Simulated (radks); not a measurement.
Effect of the nuclear size on neutral holmium, [Xe] 4f11 6s2. Method: Dirac Kohn-Sham, exchange-only LDA, spin-unpolarised, spherical densities, finite nucleus; open shells are shared between the two j in proportion to 2j + 1; Fermi nuclear charge, rms radius 5.2022 fm; computed with a radial shooting solver on a logarithmic mesh with Libxc functionals. The rms radius is varied about that value; shifts are against it.

rms radius (fm)  total energy shift (eV)  density at nucleus (e/bohr^3)  1s1/2 shift (meV)  2s1/2 shift (meV)  5s1/2 shift (meV)  5p1/2 shift (meV)  6s1/2 shift (meV)  4f7/2 shift (meV)  6p1/2 (empty) shift (meV)
4.2762                             -9.35                      8.474e+05              -3840               -507              -3.86              0.409             -0.142              0.685                      0.118
4.9889                             -2.27                      8.115e+05               -932               -123             -0.938              0.099             -0.034              0.166                      0.029
5.2022                                 0                      8.021e+05              0.000              0.000              0.000              0.000              0.000              0.000                      0.000
5.4831                              3.09                      7.904e+05               1270                168               1.28             -0.135              0.047             -0.227                     -0.039
5.8837                              7.71                      7.749e+05               3160                418               3.18             -0.337              0.117             -0.564                     -0.097

Slopes of the eigenvalues against <r^2> in GHz/fm^2, as finite differences over the two radii next to the reference (eigenvalue slopes, not the field-shift constants of lines): 1s1/2 103000, 2s1/2 13600, 5s1/2 103, 5p1/2 -11.0, 6s1/2 3.80, 4f7/2 -18.4, 6p1/2 (empty) -3.15.
